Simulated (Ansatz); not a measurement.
Consider the cleavage of the Si–B bond: `OC1(F)NB1[SiH3]` + `CC=N` → `C/C=N\[SiH3]` + `OC1(F)BN1`.

Isolated molecules relaxed with PBE0-D4/def2-TZVP in Ansatz; ΔE leaves out vibrations. CCSD(T)/CBS adds triple-zeta CCSD(T) − MP2 to the extrapolated MP2 energy (def2 sets, frozen cores). Functionals use def2-TZVPP. One conformer a species, not always the lowest.

| level | ΔE (kcal/mol) |
| --- | --- |
| r2SCAN-D4 | -6.8 |
| B97M-V | -6.4 |
| r2SCAN0-D4 | -7.2 |
| r2SCAN | -6.8 |
| LC-ωPBE | -5.7 |
| HF/def2-SVP | -7.9 |
| MP2/def2-SVP | -5.5 |
| HF/def2-QZVPP | -10.2 |

(1) What does CCSD(T)/CBS give? (Estimate.)

Largest T1 diagnostic among the species: 0.014.

Answers

(1) The calculation gave: -7.1 kcal/mol. The listed levels differ from it by 0.3, 0.7, -0.1, 0.3, 1.4, -0.8, 1.6, -3.1 kcal/mol.

From PBE to PBE0 (25 % exact exchange), in def2-TZVPP and without D4, ΔE moves by −0.8 kcal/mol. Leaving LDA and LC-ωPBE aside and taking each functional with its dispersion term where it has one, the values, not all of them listed here, spread over 4.3 kcal/mol, from BHLYP-D4 to PBE-D4. LDA lies −1.4 kcal/mol from PBE without D4. In def2-TZVPP, CCSD(T) changes the Hartree–Fock value by +3.6 kcal/mol (the triples alone add +0.3 kcal/mol) and MP2 by +1.5 kcal/mol.
